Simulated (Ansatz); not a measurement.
System: AlH$_{4}$, charge -1, singlet. AlH4- (SMILES [AlH4-]).
B3LYP-D3(BJ)/def2-TZVP minimum from Ansatz (a first-principles code):
```
Al
H 1 1.6408
H 1 1.6408 2 109.47
H 1 1.6408 2 109.47 3 -120.00
H 1 1.6408 2 109.47 3 120.00
```
Charge -1, spin multiplicity 1.

Total energies in aug-cc-pV(T+d)Z, 8 correlated electrons, 5 frozen orbitals. Radicals and triplets start from unrestricted determinants; spin-orbit coupling is neglected. Correlated methods leave the cores frozen. No relativity.

| method | program | energy (Eh) | minus CCSDT(Q) (mEh) |
|---|---|---|---|
| HF | Ansatz | -244.25045 | 166.08 |
| MP2 | Ansatz | -244.38297 | 33.56 |
| CCSD | Ansatz | -244.41262 | 3.91 |
| CCSD(T) | Ansatz | -244.41572 | 0.81 |
| CCSDT(Q) | Ansatz | -244.41653 | 0.00 |
